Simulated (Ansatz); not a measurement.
Reactions of CH$_{8}$AlGaSi (`[SiH3][CH2][AlH][GaH2]`).

Gas-phase electronic energies from Ansatz, PBE0-D4/def2-TZVP geometries. CCSD(T)/CBS adds triple-zeta CCSD(T) − MP2 to the extrapolated MP2 energy (def2 sets, frozen cores). This one scheme is used for every species, atoms too. For atomizations the MP2-based limit and the directly extrapolated one differ by several kJ/mol either way, and by 10 to 25 for some Ge, Se and Sn compounds, so smaller differences from it don't rank the levels. No spin–orbit coupling; open shells (•) take unrestricted orbitals. Spin–orbit coupling would lower the free atoms: a little for Al, C, Si; clearly for Ga. def2 core potentials past Kr. Bonds to Ga, Ge, Te are less sure, by a few kJ/mol each and by 10 to 20 or more in all where they break to atoms, as the def2 sets lack core-valence functions. Scalar relativity is left out up to krypton. Each species was taken in one conformer, which may not be the lowest.

Problem. Order these by ΔE at CCSD(T)/CBS, lowest first. (Estimate.)
A. `[SiH3][CH2][AlH][GaH2]` + `C=C=CC` → `C=C=[C](C)[GaH2]` + `[AlH2][CH2][SiH3]`
B. `[SiH3][CH2][AlH][GaH2]` + fluoromethane → `F[CH2][AlH][GaH2]` + `C[SiH3]`
C. `[SiH3][CH2][AlH][GaH2]` + H₂Te → `[SiH3][CH2][AlH][TeH]` + `[GaH3]`
D. `[SiH3][CH2][AlH][GaH2]` → Al• + C• + Ga• + 8 H• + Si•
E. `[SiH3][CH2][AlH][GaH2]` + H–F → `[F][AlH][CH2][SiH3]` + `[GaH3]`
F. `[SiH3][CH2][AlH][GaH2]` + `C=C[Te][GeH3]` → `[GaH2][Te][GeH3]` + `C=[CH][AlH][CH2][SiH3]`

Solution. E (-162.1 kJ/mol), F (-145.8 kJ/mol), C (-103.3 kJ/mol), A (+10.0 kJ/mol), B (+35.9 kJ/mol), D (+3455.1 kJ/mol).

Largest T1 diagnostic: 0.018, for Al•.
